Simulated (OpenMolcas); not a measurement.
Pt2+ among 4 point charges of -1 e arranged as a tetrahedron (Td).

```json
{
  "Program": "OpenMolcas",
  "Method": "SS-CASPT2, IPEA 0.25 Eh, imaginary shift 0.1 Eh (closed shells correlated: 4f 5s 5p)",
  "Basis": "ANO-RCC-VDZP [7s6p4d2f]",
  "Scalar Hamiltonian": "DKH2, point nucleus",
  "Active space": "8 electrons in 5 orbitals (5d)",
  "State averaging": "2S+1 = 3 even, 10 roots; 2S+1 = 1 even, 15 roots",
  "Spin-orbit coupling": "RASSI with atomic mean-field integrals over the reference wave functions"
}
```

All point charges move together. At R = 1.79 Å the first state of the same spin is 2850 cm-1, and at R = 2 Å it is 2240 cm-1.

Task: A third run gives 3870 cm-1. What distance was it run at?

Result: With a power law R^-n the two known points give n = -ln(2240 / 2850) / ln(2 / 1.79) = 2.17. Then R = 1.79 × (2850 / 3870)^(1/2.17) = 1.555 Å. The run was at 1.63 Å, so the estimate is off by -0.075 Å.

Roots that are degenerate in the reference are averaged as groups; the widest CASPT2 spread within a group is 220 cm-1 (the 3-fold group of multiplicity 1 near 17400 cm-1 above the lowest state of its run, R = 2). Shifts and gaps below about the spread of the groups concerned are not significant. An orbital triplet at a regular site is open to Jahn-Teller coupling, which can distort the site and quench the lowest spin-orbit gaps and is left out. Real 4d8 and 5d8 ions are as a rule square planar and diamagnetic. Free-ion shares, where given, are those of the reference states; single-state CASPT2 does not remix them. Point charges carry no covalency, so the field is a model and not that of real ligands. No measured value stands beside these numbers.
